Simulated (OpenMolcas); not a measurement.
# Mn4+ in a point-charge field

Mn4+ among 6 point charges of -1.6 e arranged as a trigonal antiprism (D3d), 1.82 Å from the ion, with a polar angle of 56.9° against the regular 54.74°.

```
Program             : OpenMolcas 26.06
Method              : CASSCF
Basis               : ANO-RCC-VTZP [6s5p3d2f1g]
Scalar Hamiltonian  : DKH2, point nucleus
Active space        : 3 electrons in 5 orbitals (3d)
State averaging     : 2S+1 = 4 even, 10 roots; 2S+1 = 2 even, 40 roots
Spin-orbit coupling : state interaction with AMFI integrals over the reference wave functions
```

The lowest spin-free states (labels of D3, the rotations of D3d), above the lowest:

| State | Degeneracy | E (cm-1) | Free-ion L (%) |
| --- | --- | --- | --- |
| 4A2 | 1 | 0.0 | F (100) |
| 4A1 | 1 | 2875 | F (100) |
| 4E | 2 | 3422 | F (100) |
| 4E | 2 | 5674 | F (99) |
| 4A2 | 1 | 5909 | F (100) |
| 2E | 2 | 22247 | G (85) |
| 2A2 | 1 | 22688 | G (83) |
| 4A2 | 1 | 22780 | P (100) |
| 2E | 2 | 22824 | G (88) |
| 2A1 | 1 | 23446 | G (100) |
| 2A1 | 1 | 24550 | G (97) |
| 4E | 2 | 24611 | P (99) |
| 2E | 2 | 24699 | G (95) |
| 2E | 2 | 28764 | H (52) |
| 2A2 | 1 | 29376 | H (62) |
| 2E | 2 | 29391 | H (82) |
| 2A1 | 1 | 29447 | H (82) |
| 2E | 2 | 30994 | H (64) |
| 2A2 | 1 | 31473 | H (93) |
| 2E | 2 | 31837 | H (53) |

The lowest levels with spin-orbit coupling:

```csv
E (cm-1),Degeneracy,Label,2S+1,g
0.0,2,E3/2,4,0.00 0.00 4.62
24.4,2,E1/2,4,1.54 3.37 3.37
2927,2,E1/2,4,1.96 3.40 3.40
2964,2,E3/2,4,0.00 0.00 6.03
3403,2,E1/2,4,0.23 0.23 1.86
3456,2,E1/2,4,0.07 0.07 4.82
3482,2,E3/2,4,0.00 0.00 2.70
3568,2,E1/2,4,0.22 0.22 5.36
5548,2,E1/2,4,0.17 0.17 2.29
5658,2,E3/2,4,0.00 0.00 1.77
5696,2,E1/2,4,0.78 2.27 2.27
6059,2,E1/2,4,2.78 3.30 3.30
6228,2,E3/2,4,0.00 0.00 5.35
6421,2,E1/2,4,3.18 5.30 5.30
22156,2,E3/2,2,0.00 0.00 1.72
22305,2,E1/2,2,1.50 1.88 1.88
22759,2,E1/2,2 (57 %),0.28 0.38 0.38
22768,2,E3/2,4 (84 %),0.00 0.00 5.79
22805,2,E1/2,2,0.95 3.13 3.13
22897,2,E1/2,2 (51 %),0.39 0.66 0.66
```

Powder χT (cm3 K/mol): 0.73 at 2 K, 0.965 at 10 K, 1.25 at 50 K, 1.31 at 100 K, 1.38 at 200 K, 1.44 at 300 K. The effective moment at 300 K is 2.828 √(χT) = 3.40 μB.

The lowest level has 2S+1 = 4, for which the spin-only value is χT = S(S+1) / 2 = 1.875 cm3 K/mol (g = 2). The computed 1.444 at 300 K differs by -0.431, through orbital momentum, spin-orbit coupling and any other state in reach.

Without dynamic correlation the repulsion within the d shell is too large (B by tens of per cent), so at a given field states of lower spin stand too high. This is an electrostatic model: the charges have no orbitals. No measured value stands beside these numbers.

The RASSCF and RASSI steps took 11 s on 1 thread of Arm Neoverse V2 (shared host); the integral step is not counted.
